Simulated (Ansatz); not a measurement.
GaSn₆⁺, relaxed as a singlet with RKS B3LYP-D4/def2-SVP in Ansatz, starting from the GFN2-xTB geometry. Force threshold 0.02 eV/Å.

In the def2 sets Sn takes a core potential; there is no spin–orbit coupling. The structure comes from a short search, and lower isomers may exist.

Start:

```
atom   x (Å)   y (Å)   z (Å)
 Ga1   1.542  -3.394   1.622
 Sn2   1.544  -0.556   0.097
 Sn3  -0.631   1.334   1.521
 Sn4  -1.004  -1.428   1.378
 Sn5  -1.268   2.198  -2.628
 Sn6   0.923   2.047  -0.794
 Sn7  -1.106  -0.202  -1.196
```

| step | energy (eV) | largest force component (eV/Å) | SCF passes |
| --- | --- | --- | --- |
| 1 | -87373.4205 | 1.128 | 21 |
| 2 | -87373.6602 | 0.456 | 32 |
| 3 | -87373.7286 | 0.200 | 26 |
| 4 | -87373.7776 | 0.168 | 29 |
| 5 | -87373.8200 | 0.132 | 29 |
| 6 | -87373.8552 | 0.084 | 29 |
| 7 | -87373.8722 | 0.287 | 29 |
| 8 | -87373.8850 | 0.285 | 29 |
| 9 | -87373.9004 | 0.125 | 26 |
| 10 | -87373.9426 | 0.123 | 29 |
| 11 | -87374.0081 | 0.219 | 29 |
| 12 | -87374.0799 | 0.251 | 28 |
| 13 | -87374.1445 | 0.322 | 27 |
| 14 | -87374.1732 | 0.302 | 29 |
| 15 | -87374.2119 | 0.199 | 25 |
| 16 | -87374.2187 | 0.101 | 27 |
| 17 | -87374.2223 | 0.044 | 26 |
| 18 | -87374.2240 | 0.036 | 25 |
| 19 (rejected) | -87374.2212 | 0.130 | 26 |
| 20 | -87374.2253 | 0.010 | 25 |
| 21 | -87374.2259 | 0.015 | 26 |
| 22 | -87374.2265 | 0.015 | 26 |
| 23 | -87374.2271 | 0.019 | 25 |

Force components are those of the run's own axes.

End:

```csv
atom,x (Å),y (Å),z (Å)
Ga1,0.738,-2.928,1.873
Sn2,1.971,-0.617,0.199
Sn3,0.032,1.350,1.230
Sn4,-1.549,-1.107,0.821
Sn5,-2.065,1.694,-0.906
Sn6,1.101,2.149,-1.461
Sn7,-0.228,-0.541,-1.757
```

Bonds lost: Sn2–Sn4, Sn3–Sn7 (atoms count from 1). Bonds formed: Sn3–Sn5, Sn4–Sn5 (atoms count from 1). Metal–metal contacts that move far: Sn2–Sn6 2.82 to 3.34 Å. The end is the same structure that another start reached, the lowest one found.

The force fell under the threshold at step 20, but the optimiser went on. No frequencies were taken in this run, so the end may be a saddle point.

Run time 3.5 min (4 threads of Arm Neoverse V2 on a shared host), peak host memory 0.9 GiB.
